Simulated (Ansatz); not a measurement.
Calculated with Ansatz (gas phase, PBE0-D4/def2-TZVP geometries, no zero-point term in ΔE). CBS: MP2 limit from def2 TZ/QZ plus the TZ coupled-cluster correction, frozen cores. This one scheme is used for every species. Functionals use def2-TZVPP. B3LYP here is the variant with VWN-RPA as its local correlation; programs differ in this. HSE06 is defined as in plane-wave codes. Each species was taken in one conformer, which may not be the lowest.

Consider the ligand exchange at a B–C bond: `BCS` + `N=CO` → `BOC=N` + CH₃SH.

```csv
level,ΔE (kJ/mol),difference from CCSD(T)/CBS
LDA (SPW92),-103.0,9.4
PBE-D4,-103.4,9.0
revPBE-D4,-102.9,9.5
BLYP-D4,-113.4,-1.0
B97M-V,-108.8,3.6
PBE0-D4,-104.7,7.7
B3LYP-D4,-114.0,-1.6
r2SCANh-D4,-108.1,4.3
r2SCAN0-D4,-108.5,3.9
HSE06-D4,-104.6,7.8
BHLYP-D4,-116.4,-4.0
ωB97X-V,-110.0,2.4
ωB97M-V,-110.3,2.1
B2PLYP,-115.7,-3.3
PBE-QIDH,-108.9,3.5
PBE,-103.9,8.5
revPBE,-103.5,8.9
BLYP,-114.5,-2.1
r2SCAN,-107.8,4.6
PBE0,-105.1,7.3
B3LYP,-114.9,-2.5
r2SCANh,-108.2,4.2
r2SCAN0,-108.6,3.8
HSE06,-105.1,7.3
CAM-B3LYP,-116.3,-3.9
LC-ωPBE,-107.0,5.4
RPA@PBE/def2-TZVPP,-116.9,-4.5
HF/def2-SVP,-125.2,-12.8
MP2/def2-SVP,-126.2,-13.8
CCSD(T)/def2-SVP,-128.3,-15.9
HF/def2-TZVPP,-121.4,-9.0
MP2/def2-TZVPP,-113.5,-1.1
SCS-MP2/def2-TZVPP,-116.6,-4.2
CCSD/def2-TZVPP,-114.9,-2.5
CCSD(T)/def2-TZVPP,-114.7,-2.3
HF/def2-QZVPP,-122.1,-9.7
MP2/def2-QZVPP,-112.4,0.0
SCS-MP2/def2-QZVPP,-115.5,-3.1
HF/CBS(def2),-122.2,-9.8
MP2/CBS(def2),-111.2,1.2
CCSD(T)/CBS,-112.4,0
```

What do rigid-rotor, harmonic-oscillator terms from PBE0-D4/def2-TZVP frequencies (298.15 K, 1 bar) make of the CCSD(T)/CBS value? (Estimate.)

Computed: ΔZPE = +4.8 kJ/mol, ΔH = -108.9 kJ/mol, ΔS = -17 J/(mol·K), ΔG = -103.9 kJ/mol.

Largest T1 diagnostic among the species: 0.015.

At CCSD(T), def2-SVP lies −15.9 kJ/mol from the extrapolated value and def2-TZVPP −2.3 kJ/mol. In def2-TZVPP, CCSD(T) changes the Hartree–Fock value by +6.7 kJ/mol (the triples alone add +0.2 kJ/mol) and MP2 by +7.9 kJ/mol.
